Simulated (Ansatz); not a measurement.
```yaml
crystal:
  periodic: [false, false, false]
  atoms:
    - {symbol: C, position_ang: [0.820614, 2.724555, -1.310631]}
    - {symbol: N, position_ang: [0.436745, 0.393857, -0.465878]}
    - {symbol: P, position_ang: [2.387984, -0.856239, 1.949827]}
    - {symbol: Al, position_ang: [-1.532028, -1.834574, 0.943541]}
    - {symbol: H, position_ang: [-0.780970, 3.680500, -2.488329]}
    - {symbol: H, position_ang: [2.157483, 4.003027, -0.827859]}
    - {symbol: H, position_ang: [2.951848, -3.098723, 0.363688]}
    - {symbol: H, position_ang: [-2.164080, -4.403911, -0.805923]}
    - {symbol: H, position_ang: [-3.799844, -0.797847, 2.266180]}
basis:
  gaussian: {orbitals: cc-pVTZ}
hamiltonian: {xc: {name: B97M-V}}
```

```sh
$ ansatz run in.yaml --threads 2 --pin off --events-out ev --progress --plain --max-ram 4352MiB
```

It prints (some lines left out):

```
Functional definition: B97M-V
1177 factors; their error is unknown
mean field evaluation 1: about -18411.0294 eV, gradient 1.1e2 eV
mean field evaluation 2: about -17867.0811 eV, gradient 2.7e2 eV
mean field evaluation 4: about -18245.5538 eV, gradient 1.3e2 eV
mean field evaluation 8: about -18459.4958 eV, gradient 1.9e1 eV
mean field evaluation 16: about -18461.2570 eV, gradient 3.6e-2 eV
mean field evaluation 128: about -18460.9353 eV, gradient 5.0e-1 eV
mean field -18461.25714611 eV, -678.4386866299 hartree, gradient 5.7e-6 eV, S^2 0.000000; 8 other end points of the search recorded, 0 dependent functions left out
reference -18461.25724466 eV, -678.4386902515 hartree; 23, 23 occupied and 175, 175 virtual orbitals, 1177 factors
Total energy: -18461.25724466 eV, -678.4386902515 hartree
```

Q: What is wrong with this run?

A: The coordinates are in bohr but typed as ångström. The calculation finished and met its thresholds. The result belongs to that input, not to the molecule as meant.
